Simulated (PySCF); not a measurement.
Method: PySCF with PBE0-D3(BJ)/def2-TZVP. All species are isolated molecules in the gas phase. One relaxed conformer stands for a flexible species; it need not be the lowest. 

Reference species (SMILES): `C/C=N/C` (neutral, multiplicity 1).

```json
{
 "HOMO": "-7.18 eV",
 "HOMO–LUMO gap": "7.34 eV"
}
```

Changed species: `C/C=C\N`.

Predict the effect on the HOMO and HOMO–LUMO gap.

the HOMO rises by 1.45 eV, to -5.73 eV; the HOMO–LUMO gap falls by 0.56 eV, to 6.78 eV.
